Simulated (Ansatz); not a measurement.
Ligand exchange: BH(CH3)(OH) + C3H9AlS → BH(CH3)(SH) + C3H9AlO

Gas-phase species: BH(CH3)(OH), singlet; C3H9AlS `C[CH2][Al]([CH3])[SH]`, singlet; BH(CH3)(SH), singlet; C3H9AlO `C[CH2][Al]([CH3])[OH]`, singlet. The partners trade OH for SH: B–OH and Al–SH bonds give way to B–SH and Al–OH.

Shapes, held fixed at every level: PBE0-D4/def2-TZVP. Flexible molecules stand in one conformer, not always the lowest. Programs: Ansatz 0.2.0. The zero-point and thermal change to 298 K, harmonic and unscaled (PBE0-D4/def2-TZVP), is -3.1 kJ/mol.

| level | kind | ΔH(298 K) (kJ/mol) | less CCSD(T)/CBS estimate |
| --- | --- | --- | --- |
| HF/def2-TZVPP | Hartree–Fock | +35.1 | +6.2 |
| r2SCAN-D4/def2-TZVPP | meta-GGA | +28.4 | -0.5 |
| BHLYP-D4/def2-TZVPP | global hybrid | +32.1 | +3.2 |
| PBE0-D4/def2-TZVPP | global hybrid | +32.7 | +3.8 |
| wB97M-V/def2-TZVPP | range-separated hybrid | +31.3 | +2.4 |
| B2PLYP/def2-TZVPP | double hybrid | +27.0 | -1.9 |
| CCSD/def2-TZVPP | coupled cluster or CI | +29.3 | +0.4 |
| CCSD(T)/CBS estimate | coupled cluster or CI | +28.9 | 0.0 |

The highest level, CCSD(T)/CBS estimate, gives ΔH(298 K) = +28.9 kJ/mol; the levels span +27.0 to +35.1. The column of differences is taken from that level and isn't an error. No measured value is set beside it here. The CBS estimate extrapolates MP2 from def2-TZVPP and def2-QZVPP and adds CCSD(T) − MP2 in the triple-zeta set, cores frozen.
